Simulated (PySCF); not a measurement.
**Computed data sheet: `CC[SiH2]C#C[SiH2]C1CC1`**

C7H14Si2.
SMILES with atom numbers: `[CH3:1][CH2:2][SiH2:3][C:4]#[C:5][SiH2:6][CH:7]1[CH2:8][CH2:9]1` (hydrogens: H10, H11, H12 on C1; H13, H14 on C2; H15, H16 on Si3; H17, H18 on Si6; H19 on C7; H20, H21 on C8; H22, H23 on C9)

Some functional groups and rings: alkyne, Si–H bond, C–Si bond and cyclopropane ring.

GFN2-xTB geometry:

* Point group of the GFN2-xTB geometry: C1
* Rotational constants A, B, C of the GFN2-xTB geometry: 2.010, 0.435, 0.372 GHz

From PBE0/pcSseg-1 ground state and GIAO shieldings, non-relativistic (PySCF):

* Dipole moment: 1.21 D
* HOMO energy: -7.76 eV
* LUMO energy: -0.35 eV
* HOMO–LUMO gap: 7.41 eV
* Lowest Hirshfeld atomic charge: -0.15 e on C2/C5
* Highest Hirshfeld atomic charge: +0.36 e on Si3/Si6
* 13C chemical shifts (computed TMS as zero) by class: 117.8 (C5), 116.6 (C4), 11.4 (C1), 8.4 (C2), 3.9 (C8/C9), -3.5 (C7) ppm
* 1H chemical shifts (computed TMS as zero) by class: 4.40 (H15/H16), 4.24 (H17/H18), 1.32 (H10/H11/H12), 0.85 (H13/H14), 0.72 (H20/H22), 0.25 (H21/H23), -0.05 (H19) ppm
* Isotropic shieldings of nuclei other than C and H, by class: 407 (Si6), 413 (Si3) ppm
* Mayer bond orders between heavy atoms: C1–C2 1.05, C2–Si3 0.92, Si3–C4 0.94, C4–C5 2.50, C5–Si6 0.94, Si6–C7 0.88, C7–C8 0.95, C8–C9 0.97, C9–C7 0.96

Monoisotopic mass (most abundant isotopes): 154.0634 u.

 With B = h/(8π²I), that is 505.379 GHz u Å² over I, the principal moments of inertia are 251.5, 1161.4 and 1358.6 u Å² (most abundant isotopes). The dipole matches unit charges of opposite sign 0.25 Å apart (1 e·Å = 4.8032 D). The rotational constants make it an asymmetric top with κ = (2B − A − C)/(A − C) = -0.92, nearer the prolate limit (−1).

Isolated species at its GFN2-xTB geometry (one conformer only). NMR classes are plain means over equivalent atoms (diastereotopic ones count apart unless rotation or inversion swaps them), as if these changed places fast; in this geometry the members of some classes differ.

The values belong to the conformer `[CH3:1][CH2:2][SiH2:3][C:4]#[C:5][SiH2:6][CH:7]1[CH2:8][CH2:9]1`: C1–C2–Si3–C4 61°, C5–Si6–C7–C8 159°.
